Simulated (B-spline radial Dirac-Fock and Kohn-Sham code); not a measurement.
# f′ and f″ of Kr, 8.0478 keV to 71.77 keV

The computed values come from a radial atomic solver: the dispersion relation over Dirac-Hartree-Slater subshell photoionisation cross sections, with the Kissel-Pratt high-energy constant (isolated atom, no bound-bound lines or fine structure). The forward scattering factor is f₀ + f′ + i f″.

Edges near this range: K 14326.0 eV.

```tsv
hν (eV)	λ (Å)	f′ (e)	f″ (e)	tabulated f′	tabulated f″
8047.8	1.541	-0.530	1.490	-0.55	1.43
9251.7	1.340	-0.779	1.163	-0.80	1.11
10570	1.173	-1.075	0.915	-1.09	0.86
12000	1.033	?	?	?	?
15000	0.8266	-2.203	3.498	-2.17	3.45
17479.3	0.7093	-0.538	2.733	-0.54	2.68
22162.9	0.5594	0.124	1.836	0.12	1.81
24209.8	0.5121	0.213	1.577	0.21	1.56
30000	0.4133	0.286	1.080	0.28	1.07
30360	0.4084	0.286	1.058	0.28	1.04
30810	0.4024	0.286	1.030	0.28	1.01
34600	0.3583	0.275	0.835	0.27	0.82
37590	0.3298	0.258	0.717	0.25	0.70
40000	0.3100	0.242	0.639	0.23	0.62
40210	0.3083	0.240	0.633	0.23	0.62
44240	0.2803	0.212	0.530	0.21	0.52
47650	0.2602	0.189	0.461	0.18	0.45
52010	0.2384	0.161	0.390	0.15	0.38
62200	0.1993	0.106	0.277	0.10	0.27
71770	0.1728	0.066	0.209	0.06	0.21
```

Task: What are f′ and f″ at 12000 eV?

Result: f′ = -1.494 and f″ = 0.727 electrons (tables: -1.51 and 0.68). By the optical theorem f″ corresponds to a photoabsorption cross section 2 rₑ λ f″ = 4240 b.

Tabulated f′: xraylib 4.2 anomalous scattering factors (Cullen et al., EPDL97); f″: Chantler's tables (J. Phys. Chem. Ref. Data 1995 and 2000). Both are theoretical tables.
